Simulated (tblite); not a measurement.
Record of a relaxation.

Compound: C7H15PS.
Atom-mapped SMILES: `[CH3:1][CH2:2][C@@H:3]1[C@H:4]([CH:5]([CH3:6])[CH3:7])[P@@H:8]1=[S:9]` (hydrogens: H10, H11, H12 on C1; H13, H14 on C2; H15 on C3; H16 on C4; H17 on C5; H18, H19, H20 on C6; H21, H22, H23 on C7; H24 on P8)

Computed with GFN2-xTB (tblite), gas phase: L-BFGS steps from a force-field or distance-geometry start until the largest atomic force falls under 0.01 eV/Å. 7 of its 53 geometries are shown.

Step 0: E = -772.2992 eV, largest atomic force 1.969 eV/Å
```
atom  x, y, z in Å  |  force x, y, z in eV/Å
C1      2.853    1.015    1.020   -0.112   0.206   0.140
C2      1.374    0.626    0.907    0.537  -0.502   1.246
C3      0.852    0.841   -0.454   -0.048   1.074  -0.827
C4     -0.450    0.255   -0.949   -1.213   0.556   0.361
C5     -1.302   -0.682   -0.111   -0.250  -0.382  -0.416
C6     -2.177   -1.548   -1.032    0.075  -0.086   0.124
C7     -2.189    0.120    0.835    0.040   0.285   0.610
P8      0.983   -0.351   -1.850    1.561  -1.090   0.504
S9      1.817   -1.963   -1.173    0.178  -0.669  -0.258
H10     3.207    0.855    2.044   -0.060   0.018  -0.280
H11     2.979    2.074    0.773    0.010  -0.176   0.050
H12     3.464    0.431    0.339   -0.033  -0.098  -0.001
H13     1.251   -0.408    1.268    0.109   0.138  -0.398
H14     0.812    1.244    1.613   -0.104   0.130   0.027
H15     1.024    1.878   -0.766   -0.245  -0.041   0.042
H16    -1.086    0.910   -1.513   -0.281   0.537  -0.234
H17    -0.676   -1.345    0.488    0.162  -0.049  -0.060
H18    -2.845   -0.939   -1.640    0.018   0.058   0.096
H19    -1.559   -2.138   -1.708    0.077   0.018   0.066
H20    -2.780   -2.237   -0.434    0.089   0.131  -0.112
H21    -1.592    0.734    1.524   -0.093  -0.242  -0.206
H22    -2.809   -0.551    1.447    0.245   0.156  -0.278
H23    -2.851    0.801    0.306   -0.020  -0.083  -0.163
H24     1.690    0.396   -2.802   -0.642   0.109  -0.033
```

Step 9: E = -772.7494 eV, largest atomic force 0.361 eV/Å
```
atom  x, y, z in Å  |  force x, y, z in eV/Å
C1      2.844    1.026    1.032    0.011   0.019   0.016
C2      1.365    0.660    0.960   -0.006   0.019   0.020
C3      0.834    0.918   -0.425    0.095  -0.045   0.058
C4     -0.458    0.272   -0.984   -0.061   0.098   0.275
C5     -1.302   -0.660   -0.141   -0.079  -0.104   0.148
C6     -2.168   -1.541   -1.036   -0.011  -0.024  -0.068
C7     -2.180    0.125    0.836    0.007   0.016  -0.028
P8      1.113   -0.394   -1.653   -0.066   0.044  -0.037
S9      1.868   -2.127   -1.257    0.018  -0.130   0.014
H10     3.227    0.857    2.035   -0.002   0.010   0.009
H11     2.990    2.072    0.774    0.031   0.028   0.006
H12     3.423    0.413    0.340   -0.092   0.014  -0.007
H13     1.262   -0.402    1.187   -0.059  -0.034   0.102
H14     0.797    1.241    1.687    0.006  -0.017   0.129
H15     0.982    1.938   -0.765    0.003   0.081   0.034
H16    -1.069    0.961   -1.554    0.045  -0.019  -0.267
H17    -0.637   -1.314    0.428    0.071  -0.082   0.080
H18    -2.842   -0.932   -1.635    0.003   0.009  -0.045
H19    -1.538   -2.129   -1.699    0.027   0.002  -0.068
H20    -2.768   -2.228   -0.442    0.046   0.043   0.028
H21    -1.575    0.720    1.512    0.014   0.041   0.008
H22    -2.791   -0.552    1.432    0.075   0.003  -0.065
H23    -2.847    0.787    0.286    0.001   0.024   0.012
H24     1.458    0.309   -2.786   -0.076   0.000  -0.353
```

Step 17: E = -772.7905 eV, largest atomic force 0.080 eV/Å
```
atom  x, y, z in Å  |  force x, y, z in eV/Å
C1      2.839    1.031    1.045    0.005  -0.011  -0.008
C2      1.360    0.666    0.982    0.003   0.001  -0.021
C3      0.838    0.932   -0.410    0.029  -0.030  -0.002
C4     -0.446    0.273   -0.973   -0.023  -0.033   0.056
C5     -1.294   -0.659   -0.133   -0.054  -0.055   0.023
C6     -2.153   -1.535   -1.042   -0.029  -0.014  -0.036
C7     -2.175    0.128    0.838    0.011   0.013  -0.029
P8      1.120   -0.386   -1.652    0.018   0.033   0.010
S9      1.854   -2.138   -1.279   -0.003   0.002   0.003
H10     3.239    0.861    2.041   -0.009  -0.021  -0.009
H11     2.996    2.076    0.784   -0.026   0.000   0.016
H12     3.389    0.413    0.336    0.036   0.000   0.011
H13     1.250   -0.396    1.217    0.000  -0.004   0.005
H14     0.800    1.236    1.729   -0.025   0.037  -0.056
H15     0.981    1.959   -0.734   -0.001   0.000   0.018
H16    -1.031    0.929   -1.613   -0.009  -0.012   0.027
H17    -0.636   -1.322    0.439    0.038   0.025   0.005
H18    -2.828   -0.929   -1.643   -0.004   0.045  -0.012
H19    -1.526   -2.119   -1.714    0.045   0.013   0.014
H20    -2.752   -2.221   -0.447    0.020  -0.009  -0.006
H21    -1.571    0.731    1.510   -0.008  -0.009   0.008
H22    -2.782   -0.555    1.431    0.045   0.040  -0.023
H23    -2.841    0.789    0.286   -0.013   0.002   0.008
H24     1.357    0.256   -2.865   -0.046  -0.014  -0.004
```

Step 26: E = -772.7950 eV, largest atomic force 0.030 eV/Å
```
atom  x, y, z in Å  |  force x, y, z in eV/Å
C1      2.841    1.028    1.048   -0.006  -0.001   0.004
C2      1.362    0.663    0.980   -0.011   0.010  -0.021
C3      0.842    0.927   -0.412    0.011  -0.008  -0.015
C4     -0.444    0.266   -0.964   -0.014  -0.003   0.000
C5     -1.294   -0.663   -0.126   -0.016  -0.017   0.002
C6     -2.147   -1.533   -1.046   -0.011  -0.015  -0.021
C7     -2.174    0.132    0.837    0.009  -0.005   0.000
P8      1.118   -0.388   -1.656   -0.008   0.008   0.008
S9      1.854   -2.139   -1.280    0.003   0.005  -0.011
H10     3.236    0.849    2.044   -0.001   0.002   0.009
H11     2.989    2.076    0.795    0.017   0.002   0.019
H12     3.401    0.418    0.340   -0.008   0.001   0.001
H13     1.245   -0.395    1.227   -0.003   0.011  -0.003
H14     0.795    1.252    1.706    0.016  -0.009   0.014
H15     0.976    1.959   -0.724    0.008  -0.010  -0.027
H16    -1.032    0.920   -1.602   -0.010   0.015   0.000
H17    -0.633   -1.323    0.447   -0.011   0.000   0.017
H18    -2.817   -0.920   -1.645    0.002   0.026  -0.007
H19    -1.509   -2.106   -1.716    0.027  -0.003  -0.007
H20    -2.747   -2.227   -0.464    0.009  -0.010   0.014
H21    -1.567    0.736    1.507   -0.009   0.005   0.014
H22    -2.778   -0.548    1.434    0.000   0.021   0.008
H23    -2.840    0.792    0.285    0.009  -0.016   0.002
H24     1.313    0.243   -2.881   -0.004  -0.008   0.001
```

Step 35: E = -772.7964 eV, largest atomic force 0.016 eV/Å
```
atom  x, y, z in Å  |  force x, y, z in eV/Å
C1      2.842    1.027    1.052   -0.004  -0.001   0.005
C2      1.362    0.667    0.976   -0.003   0.003  -0.008
C3      0.843    0.926   -0.418    0.013   0.001  -0.009
C4     -0.447    0.265   -0.960    0.004   0.004  -0.001
C5     -1.295   -0.665   -0.120    0.002   0.002   0.000
C6     -2.141   -1.533   -1.048   -0.002  -0.005  -0.002
C7     -2.175    0.133    0.841   -0.001  -0.002   0.003
P8      1.110   -0.392   -1.660    0.001   0.001   0.004
S9      1.858   -2.139   -1.289   -0.008  -0.003  -0.006
H10     3.230    0.841    2.050    0.003  -0.007   0.003
H11     2.997    2.077    0.810    0.004  -0.004   0.001
H12     3.403    0.421    0.342   -0.001   0.005   0.002
H13     1.241   -0.390    1.224    0.005   0.007   0.000
H14     0.797    1.257    1.703   -0.001  -0.003  -0.004
H15     0.979    1.954   -0.741    0.004   0.003   0.003
H16    -1.040    0.920   -1.592   -0.003  -0.004  -0.002
H17    -0.637   -1.326    0.456    0.003   0.004   0.004
H18    -2.808   -0.916   -1.647   -0.006  -0.002  -0.002
H19    -1.496   -2.099   -1.718    0.010   0.000  -0.001
H20    -2.741   -2.234   -0.474   -0.005  -0.003   0.007
H21    -1.568    0.739    1.508   -0.003   0.008  -0.001
H22    -2.780   -0.539    1.443   -0.007  -0.007  -0.005
H23    -2.839    0.790    0.283   -0.005  -0.001   0.009
H24     1.296    0.236   -2.887    0.002   0.001   0.001
```

Step 43: E = -772.7967 eV, largest atomic force 0.021 eV/Å
```
atom  x, y, z in Å  |  force x, y, z in eV/Å
C1      2.843    1.028    1.055   -0.010  -0.004  -0.003
C2      1.364    0.670    0.973   -0.010  -0.001  -0.007
C3      0.845    0.927   -0.421    0.016  -0.011  -0.007
C4     -0.447    0.266   -0.959   -0.001   0.007   0.003
C5     -1.295   -0.663   -0.118   -0.001   0.007   0.005
C6     -2.139   -1.534   -1.047    0.002   0.000   0.002
C7     -2.177    0.133    0.842   -0.006   0.003   0.000
P8      1.108   -0.394   -1.662    0.001   0.007   0.007
S9      1.851   -2.144   -1.296   -0.008   0.005  -0.002
H10     3.229    0.834    2.053   -0.001   0.000  -0.004
H11     3.003    2.078    0.818    0.000  -0.003   0.004
H12     3.404    0.422    0.343    0.006   0.004   0.002
H13     1.242   -0.387    1.221   -0.002   0.001   0.000
H14     0.794    1.259    1.698    0.006   0.002   0.004
H15     0.984    1.955   -0.746   -0.007  -0.013   0.003
H16    -1.042    0.919   -1.592    0.003   0.008  -0.003
H17    -0.637   -1.322    0.460    0.003   0.003  -0.002
H18    -2.808   -0.919   -1.647    0.002   0.001   0.001
H19    -1.490   -2.097   -1.716    0.000  -0.004   0.000
H20    -2.738   -2.237   -0.474    0.005  -0.002   0.006
H21    -1.573    0.742    1.509   -0.001  -0.003   0.003
H22    -2.782   -0.541    1.443    0.004  -0.005   0.002
H23    -2.845    0.789    0.286   -0.002   0.000  -0.010
H24     1.294    0.235   -2.889   -0.001  -0.001   0.000
```

Step 52: E = -772.7970 eV, largest atomic force 0.009 eV/Å
```
atom  x, y, z in Å  |  force x, y, z in eV/Å
C1      2.844    1.026    1.058   -0.001  -0.001  -0.003
C2      1.365    0.670    0.971   -0.004  -0.001  -0.005
C3      0.849    0.927   -0.424    0.003  -0.002  -0.003
C4     -0.447    0.272   -0.960   -0.003   0.002   0.000
C5     -1.294   -0.658   -0.117    0.003   0.000   0.004
C6     -2.133   -1.535   -1.044    0.003   0.000   0.001
C7     -2.182    0.133    0.841    0.002   0.002  -0.003
P8      1.103   -0.395   -1.666   -0.003   0.004   0.006
S9      1.837   -2.150   -1.304   -0.003   0.003   0.000
H10     3.226    0.824    2.055    0.003   0.006  -0.001
H11     3.004    2.078    0.830    0.002   0.003   0.005
H12     3.408    0.427    0.344   -0.002  -0.005  -0.004
H13     1.240   -0.386    1.220   -0.001   0.000   0.001
H14     0.796    1.262    1.694   -0.002  -0.005   0.001
H15     0.989    1.953   -0.752    0.006  -0.002   0.007
H16    -1.040    0.927   -1.592   -0.006   0.003   0.004
H17    -0.634   -1.312    0.462    0.004  -0.004   0.002
H18    -2.805   -0.925   -1.645   -0.002  -0.005   0.000
H19    -1.482   -2.097   -1.712    0.001  -0.002   0.000
H20    -2.728   -2.239   -0.468    0.000   0.001  -0.002
H21    -1.584    0.745    1.511    0.001   0.002  -0.003
H22    -2.783   -0.546    1.441    0.002   0.003  -0.004
H23    -2.853    0.785    0.284   -0.001   0.000  -0.002
H24     1.291    0.235   -2.893   -0.001  -0.001   0.000
```

Problem. Summarise the path.

Solution. The energy falls by 0.4978 eV from step 0 to step 52; nine tenths of that is first reached at step 9. It falls at every step. The largest force goes from 1.969 to 0.009 eV/Å. Among the bonds C3–C4 changes most, from 1.511 to 1.548 Å; the atoms move by 0.124 Å rms after alignment.

The cost below is that of the whole relaxation. On one thread of an Arm Neoverse V1, shared host, this took 0.52 s of wall time.
